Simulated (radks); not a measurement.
The numbers below are computed, except where a source is named.
Ag+, 46 electrons, occupied as [Kr] 4d10.

Level of theory: Dirac Kohn-Sham, RPBE, spin-unpolarised, spherical densities, point nucleus (a radial shooting solver on a logarithmic mesh with Libxc functionals).

Energy parts (eV):
| part | energy |
|---|---|
| total | -144690.360 |
| kinetic | 151426.773 |
| electron-nucleus | -350523.690 |
| Hartree | 58477.428 |
| exchange-correlation | -4070.871 |

Orbitals (lengths in bohr, moments of r in powers of bohr):
1s1/2: occ. 2; eigenvalue (eV) -25325.17; <r^2> 0.001308; <1/r> 49.45; small-component weight 2.97e-02
2s1/2: occ. 2; eigenvalue (eV) -3734.602; <r^2> 0.02140; <1/r> 11.39; small-component weight 6.21e-03
2p1/2: occ. 2; eigenvalue (eV) -3470.535; <r^2> 0.01600; <1/r> 11.37; small-component weight 6.22e-03
2p3/2: occ. 4; eigenvalue (eV) -3295.226; <r^2> 0.01732; <1/r> 10.68; small-component weight 5.97e-03
3s1/2: occ. 2; eigenvalue (eV) -691.3255; <r^2> 0.1552; <1/r> 3.984; small-component weight 1.75e-03
3p1/2: occ. 2; eigenvalue (eV) -586.3576; <r^2> 0.1507; <1/r> 3.889; small-component weight 1.69e-03
3p3/2: occ. 4; eigenvalue (eV) -555.4156; <r^2> 0.1597; <1/r> 3.722; small-component weight 1.62e-03
3d3/2: occ. 4; eigenvalue (eV) -369.8408; <r^2> 0.1408; <1/r> 3.558; small-component weight 1.51e-03
3d5/2: occ. 6; eigenvalue (eV) -363.6102; <r^2> 0.1436; <1/r> 3.514; small-component weight 1.49e-03
4s1/2: occ. 2; eigenvalue (eV) -103.1322; <r^2> 0.9453; <1/r> 1.518; small-component weight 4.39e-04
4p1/2: occ. 2; eigenvalue (eV) -70.1972; <r^2> 1.103; <1/r> 1.394; small-component weight 3.81e-04
4p3/2: occ. 4; eigenvalue (eV) -65.1421; <r^2> 1.176; <1/r> 1.340; small-component weight 3.61e-04
4d3/2: occ. 4; eigenvalue (eV) -15.8887; <r^2> 2.312; <1/r> 0.9901; small-component weight 2.11e-04
4d5/2: occ. 6; eigenvalue (eV) -15.3231; <r^2> 2.391; <1/r> 0.9743; small-component weight 2.05e-04

The highest occupied level is 4d5/2 at -15.323 eV. The density falls to 0.001 e/bohr^3 at r = 3.60 bohr. Summed over all electrons, <r^2> = 35.21 bohr^2, which gives a Langevin (diamagnetic) susceptibility term of -27.9 x 10^-6 cm^3/mol. For comparison, the ionisation energy in NIST's Atomic Spectra Database is 21.484 eV (measured). In exact Kohn-Sham theory the highest level is minus the ionisation energy, but local and semilocal functionals leave it too shallow, through self-interaction and a potential that decays too fast; potentials with the right tail come closer.
